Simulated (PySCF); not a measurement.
CH8N2O2Si, SMILES CN[Si](O)(N)O. Geometry optimised at B3LYP-D3(BJ)/def2-SVP. The structure was generated by enumeration, and PubChem lists no compound with its InChIKey, so it may never have been made. One conformer was computed; it need not be the lowest.

Calculation: B3LYP-D3(BJ)/def2-SVP (PySCF).

Harmonic wavenumbers (cm⁻¹): 92, 137, 168, 183, 222, 259, 290, 331, 352, 384, 439, 451, 472, 709, 794, 812, 830, 870, 937, 962, 1096, 1146, 1163, 1404, 1448, 1474, 1498, 1542, 2979, 3035, 3124, 3568, 3608, 3659, 3876, 3881. Rotational constants (GHz): 3.714, 2.152, 1.967; symmetry number 1.

Task: Work out the zero-point energy and the ideal-gas rigid-rotor harmonic-oscillator thermochemistry at 298.15 K and 1 atm.

Result: ZPE = ½ Σ hcν = ½ × 48197 cm⁻¹ = 68.90 kcal/mol. H − E(el) = 75.33 kcal/mol. Entropy in cal/(mol K): translation 39.95, rotation 27.42, vibration 23.59, total 90.96. G − E(el) = 48.21 kcal/mol. Cp = 34.85 cal/(mol K). Modes under 150 cm⁻¹ make the vibrational entropy uncertain.
